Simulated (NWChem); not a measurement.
System: CdSiH4; SMILES [SiH3][CdH]

The following NWChem deck was run.

```
start job
memory heap 200 mb stack 900 mb global 1100 mb
geometry units angstroms noautoz
  Cd    -0.342825    -0.581086    -0.009489
  H     -0.497390    -2.268366    -0.014605
  Si    -0.112526     1.927589    -0.001865
  H      1.041172     2.382725     0.841880
  H     -1.338555     2.602391     0.537985
  H      0.114351     2.475614    -1.379588
end
basis spherical
  Cd library def2-svp
  H library def2-svp
  Si library def2-svp
end
ecp
  Cd library def2-ecp
end
dft
  xc m06-l
  iterations 150
  mulliken
end
task dft energy
```

The geometry was optimised at PBE0/def2-SVP. def2 effective core potentials on Cd; no spin-orbit coupling.

Problem. Predict the main results of this run. (M06-L/def2-SVP with def2 effective core potentials on Cd.) Quantities: energy (Ha); highest occupied level (eV); orbital gap (eV); dipole (D).

Solution. 
```json
{
 "energy (Ha)": "-459.62",
 "highest occupied level (eV)": "-6.26",
 "orbital gap (eV)": "4.93",
 "dipole (D)": "0.39"
}
```
